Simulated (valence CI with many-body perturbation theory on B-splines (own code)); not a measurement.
Values are calculated unless marked as measured or tabulated.
**Ga XVIII: configurations and terms from energies and g**

Method: configuration interaction combined with many-body perturbation theory (CI+MBPT): four valence electrons over a frozen Dirac-Fock core [Ne], radial functions for each j: 11 s, 11 p, 10 d, 8 f, 5 g, 2 h, with the one-electron correlation potential Σ1, the two-electron term Σ2, the three-electron term Σ3, Breit, model QED; selected CI, second order for the rest, scaled by the run's own slope (own B-spline code, finite nucleus).

No measured spectrum was set against this ion. As an estimate, levels of excited configurations hold to 0.05 to 0.15 % of their energy, terms of the ground configuration to about 0.5 %. Among the levels kept, up to 810 cm⁻¹ of a level comes from second order outside the variational space, and about a tenth of that is noise between levels of different J, which matters for small intervals.

| No. | J | Parity | E (cm⁻¹) | g |
| --- | --- | --- | --- | --- |
| 2 | 1 | even | 28077 | 1.500 |
| 3 | 2 | even | 45743 | 1.375 |
| 4 | 2 | even | 94887 | 1.123 |
| 6 | 2 | odd | 323520 | 1.979 |
| 7 | 1 | odd | 415330 | 0.601 |
| 8 | 2 | odd | 416550 | 1.218 |
| 9 | 3 | odd | 427210 | 1.332 |
| 11 | 1 | odd | 480750 | 1.416 |
| 15 | 2 | odd | 593100 | 0.681 |
| 16 | 3 | odd | 609480 | 1.086 |
| 18 | 4 | odd | 636680 | 1.249 |

Energies count from the lowest level. Strongly mixed levels and levels close to another of their J and parity, and those with J = 0 are left out, so the numbers can have gaps.

Q: Give configuration and LS term of each level.

A: 2: 3s2 3p2 3P; 3: 3s2 3p2 3P; 4: 3s2 3p2 1D; 6: 3s 3p3 5S°; 7: 3s 3p3 3D°; 8: 3s 3p3 3D°; 9: 3s 3p3 3D°; 11: 3s 3p3 3P°; 15: 3s2 3p 3d 3F°; 16: 3s2 3p 3d 3F°; 18: 3s2 3p 3d 3F°.
